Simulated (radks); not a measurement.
All-electron atom: Te37+ in [Ne] 3s2 3p3 (the NIST ground configuration). Calculated with a radial shooting solver on a logarithmic mesh with Libxc functionals: scalar-relativistic Kohn-Sham, LDA (Slater exchange, Perdew-Wang correlation), spin-polarised, spherical densities, point nucleus; open shells are filled with parallel spins first (spin-orbit coupling, left out, can overturn this in heavy ions). Some entries of the table are withheld. Estimate them.

orbital  occ.  eigenvalue (eV)  <r> (bohr)
1s up       1        -33768.96     0.02783
1s down     1        -33761.48     0.02783
2s up       1        -6931.210      0.1184
2s down     1        -6924.413      0.1183
2p up       3        -6458.991      0.1032
2p down     3        -6450.843      0.1032
3s up       1        -2693.804      0.2888
3s down     1        -2672.285      0.2893
3p up       3              (1)      0.2801
3p down     0              (2)      0.2805
3d up       0        -2367.987         (3)
3d down     0        -2348.863         (4)
4s up       0        -1407.457      0.5413
4s down     0        -1399.735      0.5437
4p up       0              (5)      0.5395
4p down     0              (6)      0.5420

Answer. 
(1) 3p up eigenvalue (eV): -2545.752
(2) 3p down eigenvalue (eV): -2524.042
(3) 3d up <r> (bohr): 0.2475
(4) 3d down <r> (bohr): 0.2473
(5) 4p up eigenvalue (eV): -1346.834
(6) 4p down eigenvalue (eV): -1339.159
